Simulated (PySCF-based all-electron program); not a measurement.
**Force along the bond of SrS, singlet**

Calculated with an in-house all-electron program built on PySCF, in large uncontracted Gaussian sets near the basis limit; Koelling–Harmon scalar relativity, no spin–orbit coupling, spin-restricted. Forces are good to about 0.002 eV/Å. In part, the state lies near an instability. A positive force pushes the atoms apart.

```json
{"r (Å)": "2.074", "PBE (eV/Å)": "9.116"}
{"r (Å)": "2.196", "PBE (eV/Å)": "4.812"}
{"r (Å)": "2.684", "PBE (eV/Å)": "?"}
```

Problem. What does PBE give at the lengths left open?

Solution. 2.684 Å: -2.073 eV/Å.

Problem. Between which listed lengths does the PBE force vanish, and at which of the two is it smaller?

Solution. Between 2.196 and 2.684 Å. The force is smaller at 2.684 Å.
